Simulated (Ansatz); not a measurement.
Cost and result for the atomization energy of GeH$_{6}$SeSi (`[SiH3][Se][GeH3]`) (9 atoms, 8 bonds).

```xyz
9

Si   -0.956    0.994   -0.996
Se   -1.183    0.096    1.080
Ge    0.905   -0.997    1.057
H     0.230    1.886   -1.062
H    -2.191    1.775   -1.255
H    -0.806   -0.070   -2.022
H     2.030    0.035    0.884
H     1.023   -1.708    2.410
H     0.948   -2.012   -0.096
```

Charge 0, multiplicity 1. Correlated methods include outer-core shells of Ge, Se, which these sets cover unevenly. Scalar relativity is left out up to krypton. The structure was optimised at the PBE0-D4/def2-TZVP level. Program: Ansatz. All runs use 4 threads of a server CPU on a shared host. Times are those of one run each, without the atoms' runs, and a repeat can differ threefold. Electronic energies, without spin–orbit coupling; frozen cores. CCSD(T)/CBS adds CCSD(T) − MP2 in def2-TZVPP to the MP2 limit, and its time is that of the two runs behind it. T1 = 0.010. With those shells the extrapolation isn't a true limit. HSE06 is the plane-wave form, built on full-range PBE exchange.

CCSD(T)/CBS is a level of theory with its own doubt, some kJ/mol a heavy atom from the limit and from the frozen cores, so smaller differences don't rank the functionals.

```
                             level  functions  wall time  atomization (kcal/mol)  difference from CCSD(T)/CBS  per bond
            LDA (SPW92)/def2-TZVPP        222      1.1 s                   651.9                         60.9       7.6
              revPBE-D4/def2-TZVPP        222      1.6 s                   568.9                        -22.1      -2.8
                BLYP-D4/def2-TZVPP        222      1.7 s                   575.2                        -15.8      -2.0
   PBE-D4/def2-TZVPP (with forces)        222      2.3 s                   578.0                        -13.0      -1.6
                PBE0-D4/def2-TZVPP        222      2.8 s                   577.7                        -13.3      -1.7
               HSE06-D4/def2-TZVPP        222      3.4 s                   577.6                        -13.4      -1.7
r2SCAN-D4/def2-TZVPP (with forces)        222      3.5 s                   587.4                         -3.6      -0.5
             r2SCANh-D4/def2-TZVPP        222      4.1 s                   585.6                         -5.4      -0.7
                  CCSD(T)/def2-SVP        112      5.5 s                   545.4                        -45.6      -5.7
                ωB97X-V/def2-TZVPP        222      6.5 s                   592.2                          1.2       0.1
                    MP2/def2-QZVPP        428       19 s                   578.0                        -13.0      -1.6
                CCSD(T)/def2-TZVPP        222       82 s                   576.7                        -14.3      -1.8
                 CCSD(T)/CBS(def2)          –      100 s                   591.0                          0.0       0.0
```

In def2-TZVPP, CCSD(T) changes the Hartree–Fock value by +141.6 kcal/mol (the triples alone add +6.3 kcal/mol) and MP2 by +134.6 kcal/mol; breaking electron pairs costs correlation energy, which Hartree–Fock lacks. The D4 term adds +8.4 kcal/mol with B3LYP and +4.4 kcal/mol with PBE0; it sums over pairs of atoms, weighted by their polarisabilities, and B3LYP, whose exchange is more repulsive, gets the larger term. From BLYP to BHLYP (50 % exact exchange), in def2-TZVPP and without D4, the atomization energy moves by +6.8 kcal/mol.

B3LYP here is the variant with VWN-RPA as its local correlation; programs differ in this.
